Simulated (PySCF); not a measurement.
# How methods differ on the ionisation energy of Sc⁺

Sc⁺ [Ar] 3d1 4s1 [3d3/2^1 4s1/2^1, M_J = 1] → Sc²⁺ [Ar] 3d1 [3d3/2^1, M_J = 3/2], as a difference of total energies. Computed with PySCF 2.14 in x2c-SVPall-2c, with the two-component X2C-1e Hamiltonian. Correlated levels: [Ne] frozen. "Screened" scales the spin-orbit matrix elements by Boettger's factors to mimic the two-electron term; Breit and QED terms are absent.

| method | ionisation energy (eV) |
| --- | --- |
| GHF (spin-free) | 12.164 |
| GMP2 (spin-free) | 12.620 |
| GHF (screened spin-orbit) | 12.160 |
| GMP2 (screened spin-orbit) | 12.613 |

**Question.** How much does correlation contribute at GMP2 (screened spin-orbit)?

**Answer.** 12.613 − (12.160) = 0.453 eV, measured against GHF (screened spin-orbit).

Errors of the correlated levels include the incompleteness of this basis and the frozen core.

The labels give the starting determinants; with spin-orbit coupling the two ends relaxed to ⟨J²⟩ = 3.85, ⟨L²⟩ = 6.01, ⟨S²⟩ = 2.00 and ⟨J²⟩ = 3.92, ⟨L²⟩ = 6.00, ⟨S²⟩ = 0.75.

The determinant of Sc⁺ mixes levels of different J (the jj label is only the starting occupation), so the difference between spin-free and spin-orbit rows is not the physical spin-orbit shift.

For comparison: 12.800 eV (measured; NIST Atomic Spectra Database, ionization energies).
